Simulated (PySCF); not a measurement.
C₃H₆AlFO.

```xyz
12

Al     0.3544     0.4869     0.4838
C     -0.1151    -1.3848     0.6554
C     -1.0615    -1.3109    -0.5032
C     -0.7140    -1.2169    -1.7991
H     -0.6022    -1.6915     1.5886
H      0.7560    -2.0249     0.4496
H     -2.1271    -1.2267    -0.2527
H      0.3312    -1.2783    -2.1226
H     -1.4701    -1.0965    -2.5780
F      1.6875     0.9075    -0.4274
O     -0.6042     1.7064     1.1688
H     -0.5047     2.6451     1.0038
```
Charge 0, spin multiplicity 1.

The structure is a stationary point at PBE0-D3(BJ)/def2-SVP. The structure was generated by enumeration; whether it is a known compound was not checked. One conformer was computed; it need not be the lowest.

Level of theory: PBE/pcSseg-1 run with PySCF. Non-relativistic, no solvent.

Q: Give the absolute GIAO shielding of each atom: isotropic value and principal components (ppm). (Estimate from the structure and the level; the computed values follow.)

A: 
```
atom  σ(iso)    σ11    σ22    σ33   span
----  ------  -----  -----  -----  -----
Al1    452.1  365.6  471.6  519.1  153.5
C2     164.5  144.1  160.6  188.8   44.7
C3      36.7  -77.1   32.3  154.9  232.0
C4      61.3  -47.4   78.2  152.9  200.3
H5      29.7   26.6   27.4   35.1    8.5
H6      29.2   26.1   27.4   34.3    8.2
H7      24.7   22.3   24.7   27.0    4.7
H8      25.6   21.9   25.5   29.3    7.4
H9      26.0   23.0   25.2   29.7    6.8
F10    345.6  290.4  305.6  440.8  150.3
O11    299.6  260.0  300.5  338.3   78.3
H12     29.7   22.0   23.7   43.3   21.4
```
